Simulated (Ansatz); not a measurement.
`B[C](=C)[AlH][CH3]` + `N[SiH2][SiH3]` → `BN[SiH2][SiH3]` + `C=[CH][AlH][CH3]`  (ligand exchange at a B–C bond)

Computed with Ansatz on PBE0-D4/def2-TZVP structures; ΔE is electronic, products minus reactants. CCSD(T)/CBS adds triple-zeta CCSD(T) − MP2 to the extrapolated MP2 energy (def2 sets, frozen cores). This one scheme is used for every species. DFT in def2-TZVPP. B3LYP here is the variant with VWN-RPA as its local correlation; programs differ in this. Each species was taken in one conformer, which may not be the lowest.

```json
{"level": "PBE-D4", "ΔE (kcal/mol)": "-28.8", "difference from CCSD(T)/CBS": "-0.1"}
{"level": "r2SCAN-D4", "ΔE (kcal/mol)": "-29.0", "difference from CCSD(T)/CBS": "-0.3"}
{"level": "PBE0-D4", "ΔE (kcal/mol)": "-28.4", "difference from CCSD(T)/CBS": "0.3"}
{"level": "B3LYP-D4", "ΔE (kcal/mol)": "-29.2", "difference from CCSD(T)/CBS": "-0.5"}
{"level": "ωB97X-V", "ΔE (kcal/mol)": "-28.6", "difference from CCSD(T)/CBS": "0.1"}
{"level": "ωB97M-V", "ΔE (kcal/mol)": "-28.9", "difference from CCSD(T)/CBS": "-0.2"}
{"level": "B2PLYP", "ΔE (kcal/mol)": "-29.2", "difference from CCSD(T)/CBS": "-0.5"}
{"level": "PBE", "ΔE (kcal/mol)": "-28.8", "difference from CCSD(T)/CBS": "-0.1"}
{"level": "r2SCAN", "ΔE (kcal/mol)": "-29.0", "difference from CCSD(T)/CBS": "-0.3"}
{"level": "PBE0", "ΔE (kcal/mol)": "-28.4", "difference from CCSD(T)/CBS": "0.3"}
{"level": "B3LYP", "ΔE (kcal/mol)": "-29.3", "difference from CCSD(T)/CBS": "-0.6"}
{"level": "HF/def2-TZVPP", "ΔE (kcal/mol)": "-28.0", "difference from CCSD(T)/CBS": "0.7"}
{"level": "MP2/def2-TZVPP", "ΔE (kcal/mol)": "-28.7", "difference from CCSD(T)/CBS": "0.0"}
{"level": "SCS-MP2/def2-TZVPP", "ΔE (kcal/mol)": "-28.9", "difference from CCSD(T)/CBS": "-0.2"}
{"level": "CCSD/def2-TZVPP", "ΔE (kcal/mol)": "-29.2", "difference from CCSD(T)/CBS": "-0.5"}
{"level": "CCSD(T)/def2-TZVPP", "ΔE (kcal/mol)": "-29.2", "difference from CCSD(T)/CBS": "-0.5"}
{"level": "HF/def2-QZVPP", "ΔE (kcal/mol)": "-28.0", "difference from CCSD(T)/CBS": "0.7"}
{"level": "MP2/def2-QZVPP", "ΔE (kcal/mol)": "-28.4", "difference from CCSD(T)/CBS": "0.3"}
{"level": "SCS-MP2/def2-QZVPP", "ΔE (kcal/mol)": "-28.6", "difference from CCSD(T)/CBS": "0.1"}
{"level": "HF/CBS(def2)", "ΔE (kcal/mol)": "-28.0", "difference from CCSD(T)/CBS": "0.7"}
{"level": "MP2/CBS(def2)", "ΔE (kcal/mol)": "-28.2", "difference from CCSD(T)/CBS": "0.5"}
{"level": "CCSD/CBS(def2)", "ΔE (kcal/mol)": "-28.7", "difference from CCSD(T)/CBS": "0.0"}
{"level": "CCSD(T)/CBS", "ΔE (kcal/mol)": "-28.7", "difference from CCSD(T)/CBS": "0"}
```

Largest T1 diagnostic among the species: 0.013.
